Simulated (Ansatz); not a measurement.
Coupled-cluster diagnostics for Be13O13, a nanocrystal cut from zinc blende BeO (bare), Ansatz.

Geometry of the singlet (PBE-D4/def2-SVP):

Cartesian coordinates in Å:
```
O -0.111 0.693 -1.906
O 1.014 2.663 -0.499
O -1.668 2.791 -1.098
O -1.994 0.366 0.125
O -0.823 2.344 1.482
O 2.497 0.494 -1.373
O 1.260 -1.489 -2.824
O -0.500 -1.818 -0.756
O 2.118 -1.954 -0.252
O 1.086 0.316 1.058
O -1.209 -0.148 2.624
O 0.248 -2.279 1.764
O -2.431 -2.129 1.156
Be -0.367 2.220 -1.497
Be 1.199 -0.070 -2.421
Be 2.080 1.850 -1.060
Be -1.029 -0.299 -1.002
Be 0.521 1.846 0.780
Be -1.856 1.961 0.108
Be -2.264 -0.671 1.314
Be -1.153 1.290 2.425
Be 2.035 -0.367 -0.112
Be 0.891 -2.055 -1.512
Be -1.083 -2.398 0.617
Be 1.412 -2.459 0.914
Be 0.127 -0.698 1.945
```

Correlated methods freeze 13 core orbitals.

**Question.** Estimate the CCSD(T) correlation energy, the shares of MP2 and (T), T1 and the reference's ⟨S²⟩ for: charge 0, singlet, own geometry in def2-SVP; and the rough time on 2 threads of AMD EPYC 7R13 on a shared host and a share (18 GiB) of an NVIDIA H100 80GB HBM3.

**Answer.** 
| state | basis | correlation (eV) | MP2 share (%) | (T) share (%) | T1 | ⟨S²⟩ (pure) | wall time |
| --- | --- | --- | --- | --- | --- | --- | --- |
| charge 0, singlet, own geometry | def2-SVP | -78.369 | 97.2 | 2.5 | 0.015 | 0.00 (0.00) | 48 s |
Customary marks for T1 are 0.02 (closed shells), 0.045 (open shells) and about 0.05 (3d metals). T1 stays under 0.02 throughout.
